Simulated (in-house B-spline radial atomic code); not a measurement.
Inner levels of europium as electrons are removed. A shift is the extra binding of the orbital against the neutral atom ([Xe] 4f7 6s2). Computed with a B-spline radial code for spherical atoms: non-relativistic Hartree-Fock, average of the configuration, point nuclei.

This level leaves out relativity, spin-orbit splitting included, which matters for heavy ions.

```tsv
ion	configuration	shift of 2p (eV)	shift of 3p (eV)	shift of 1s (eV)	radius of 2p (bohr)	radius of 3p (bohr)	radius of 1s (bohr)	Σ<r²> (bohr²)	change of density at nucleus (bohr⁻³)
Eu23+	[Kr] 4d4	694.67	677.32	693.96	0.087075	0.25245	0.024082	5.5341	98.68
Eu24+	[Kr] 4d3	748.09	726.47	747.78	0.087062	0.25212	0.024082	5.1045	127.38
Eu25+	[Kr] 4d2	802.66	776.53	802.8	0.087048	0.25177	0.024082	4.6915	157.07
Eu26+	[Kr] 4d1	858.37	827.48	859.02	0.087034	0.25141	0.024082	4.2942	187.75
Eu27+	[Ar] 3d10 4s2 4p6	915.23	879.32	916.43	0.087018	0.25104	0.024082	3.9118	219.43
Eu28+	[Ar] 3d10 4s2 4p5	972.46	930.9	977.09	0.087005	0.25107	0.024081	3.5428	255.17
Eu29+	[Ar] 3d10 4s2 4p4	1030.56	983.14	1038.77	0.086989	0.25077	0.024081	3.1842	291.78
Eu30+	[Ar] 3d10 4s2 4p3	?	?	?	?	?	?	?	?
Eu31+	[Ar] 3d10 4s2 4p2	1149.36	1089.57	1165.15	0.086956	0.25013	0.02408	2.4963	367.59
Eu32+	[Ar] 3d10 4s2 4p1	1210.05	1143.74	1229.85	0.086938	0.2498	0.024079	2.1663	406.8
Eu33+	[Ar] 3d10 4s2	?	?	?	?	?	?	?	?
Eu34+	[Ar] 3d10 4s1	1332.93	1253.84	1360.19	0.086901	0.24912	0.024078	1.5318	-106.57
Eu35+	[Ar] 3d10	1395.04	1309.71	1425.71	0.086883	0.24877	0.024078	1.2261	-678.65
Eu36+	[Ar] 3d9	?	?	?	?	?	?	?	?
Eu37+	[Ar] 3d8	1643.93	1495.78	1681.51	0.086717	0.24533	0.024078	1.0791	-519.78
Eu38+	[Ar] 3d7	1771.48	1590.64	1812.91	0.08663	0.24364	0.024078	1.0096	-437.29
```

(1) Fill in the row of Eu30+.

(2) Fill in the row of Eu33+.

(3) Fill in the row of Eu36+.

## Answers

(1) shift of 2p (eV): 1089.53; shift of 3p (eV): 1036.03; shift of 1s (eV): 1101.46; radius of 2p (bohr): 0.086973; radius of 3p (bohr): 0.25045; radius of 1s (bohr): 0.02408; Σ<r²> (bohr²): 2.8355; change of density at nucleus (bohr⁻³): 329.25.

(2) shift of 2p (eV): 1271.6; shift of 3p (eV): 1198.56; shift of 1s (eV): 1295.55; radius of 2p (bohr): 0.086919; radius of 3p (bohr): 0.24946; radius of 1s (bohr): 0.024078; Σ<r²> (bohr²): 1.8451; change of density at nucleus (bohr⁻³): 446.88.

(3) shift of 2p (eV): 1518.45; shift of 3p (eV): 1402.13; shift of 1s (eV): 1552.44; radius of 2p (bohr): 0.086802; radius of 3p (bohr): 0.24704; radius of 1s (bohr): 0.024078; Σ<r²> (bohr²): 1.1512; change of density at nucleus (bohr⁻³): -600.24.
